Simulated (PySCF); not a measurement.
Br (SMILES [Br+]), charge +1, triplet; TPSS/6-31G (PySCF).

Input for PySCF:
```python
from pyscf import gto, scf, dft

mol = gto.Mole()
mol.atom = '''
    Br    0.00000000    0.00000000    0.00000000
'''
mol.basis = '6-31g'
mol.charge = 1
mol.spin = 2
mol.verbose = 4
mol.build()

mf = dft.UKS(mol)
mf.xc = 'tpss'
mf.DIIS = scf.EDIIS
mf.kernel()
```

Task: Predict the main parts of the log of this PySCF run.

Result: 
```
PySCF version 2.14.0

[INPUT] verbose = 4
[INPUT] num. atoms = 1
[INPUT] num. electrons = 34
[INPUT] charge = 1
[INPUT] spin (= nelec alpha-beta = 2S) = 2
[INPUT] symmetry False subgroup None
[INPUT] Mole.unit = angstrom
[INPUT] Symbol           X                Y                Z      unit          X                Y                Z       unit  Magmom
[INPUT]  1 Br     0.000000000000   0.000000000000   0.000000000000 AA    0.000000000000   0.000000000000   0.000000000000 Bohr   0.0

nuclear repulsion = 0
number of shells = 11
number of NR pGTOs = 90
number of NR cGTOs = 27
basis = 6-31g
ecp = {}

******** <class 'pyscf.dft.uks.UKS'> ********
method = UKS
initial guess = minao
damping factor = 0
level_shift factor = 0
DIIS = <class 'pyscf.scf.diis.EDIIS'>
diis_start_cycle = 1
diis_space = 8
diis_damp = 0
SCF conv_tol = 1e-09
SCF conv_tol_grad = None
SCF max_cycles = 50
direct_scf = True
direct_scf_tol = 1e-13
number electrons alpha = 18  beta = 16
XC library pyscf.dft.libxc version 7.1.2
    S. Lehtola, C. Steigemann, M. J. T. Oliveira, and M. A. L. Marques,  SoftwareX 7, 1–5 (2018)
XC functionals = tpss
    J. Tao, J. P. Perdew, V. N. Staroverov, and G. E. Scuseria,  Phys. Rev. Lett. 91, 146401 (2003)
    J. P. Perdew, J. Tao, V. N. Staroverov, and G. E. Scuseria,  J. Chem. Phys. 120, 6898 (2004)
    J. Tao, J. P. Perdew, V. N. Staroverov, and G. E. Scuseria,  Phys. Rev. Lett. 91, 146401 (2003)
    J. P. Perdew, J. Tao, V. N. Staroverov, and G. E. Scuseria,  J. Chem. Phys. 120, 6898 (2004)
radial grids:
    Treutler-Ahlrichs [JCP 102, 346 (1995); DOI:10.1063/1.469408] (M4) radial grids

becke partition: Becke, JCP 88, 2547 (1988); DOI:10.1063/1.454033
pruning grids: <function nwchem_prune>
grids dens level: 3
symmetrized grids: False
atomic radii adjust function: <function treutler_atomic_radii_adjust>
small_rho_cutoff = 0
Set gradient conv threshold to 3.16228e-05
tot grids = 20424
init E= -2572.5408002618

cycle= 1 E= -2573.17877721465  delta_E= -0.638  |g|= 0.168  |ddm|=  1.1
cycle= 2 E= -2573.20193362139  delta_E= -0.0232  |g|= 0.0803  |ddm|= 0.637
cycle= 3 E= -2573.20530177987  delta_E= -0.00337  |g|= 0.0287  |ddm|= 0.179
cycle= 4 E= -2573.20534452978  delta_E= -4.27e-05  |g|= 0.0196  |ddm|= 0.00175
cycle= 5 E= -2573.20534452968  delta_E= 9.37e-11  |g|= 0.0196  |ddm|= 1.33e-08
cycle= 6 E= -2573.2053445297  delta_E= -1.36e-11  |g|= 0.0196  |ddm|= 2.94e-09
cycle= 7 E= -2573.20534452969  delta_E= 4.09e-12  |g|= 0.0196  |ddm|= 5.46e-09
cycle= 8 E= -2573.20534452976  delta_E= -6.37e-11  |g|= 0.0196  |ddm|= 3.1e-09
cycle= 9 E= -2573.20534452941  delta_E= 3.5e-10  |g|= 0.0196  |ddm|= 2.21e-08
cycle= 10 E= -2573.2053722745  delta_E= -2.77e-05  |g|= 0.00614  |ddm|= 0.0084
cycle= 11 E= -2573.20537987338  delta_E= -7.6e-06  |g|= 0.00406  |ddm|= 0.0108
cycle= 12 E= -2573.20538183168  delta_E= -1.96e-06  |g|= 0.00189  |ddm|= 0.00269
cycle= 13 E= -2573.20538182743  delta_E= 4.24e-09  |g|= 0.00191  |ddm|= 0.000169
cycle= 14 E= -2573.20538181476  delta_E= 1.27e-08  |g|= 0.00193  |ddm|= 0.000203
cycle= 15 E= -2573.20538181973  delta_E= -4.97e-09  |g|= 0.00192  |ddm|= 3.81e-05
cycle= 16 E= -2573.20538182342  delta_E= -3.69e-09  |g|= 0.00191  |ddm|= 2.81e-05
cycle= 17 E= -2573.20538182696  delta_E= -3.54e-09  |g|= 0.0019  |ddm|= 3.41e-05
cycle= 18 E= -2573.20538194759  delta_E= -1.21e-07  |g|= 0.00151  |ddm|= 0.000672
cycle= 19 E= -2573.20538217581  delta_E= -2.28e-07  |g|= 0.000146  |ddm|= 0.000472
cycle= 20 E= -2573.20538217737  delta_E= -1.56e-09  |g|= 4.56e-05  |ddm|= 5.16e-05
cycle= 21 E= -2573.20538217746  delta_E= -9.05e-11  |g|= 4.32e-05  |ddm|= 6.9e-06
cycle= 22 E= -2573.20538217759  delta_E= -1.34e-10  |g|= 2.89e-05  |ddm|= 4.21e-06
Extra cycle  E= -2573.20538217784  delta_E= -2.51e-10  |g|= 1.15e-05  |ddm|= 5.88e-05
converged SCF energy = -2573.20538217784  <S^2> = 2.0002916  2S+1 = 3.0001944
```
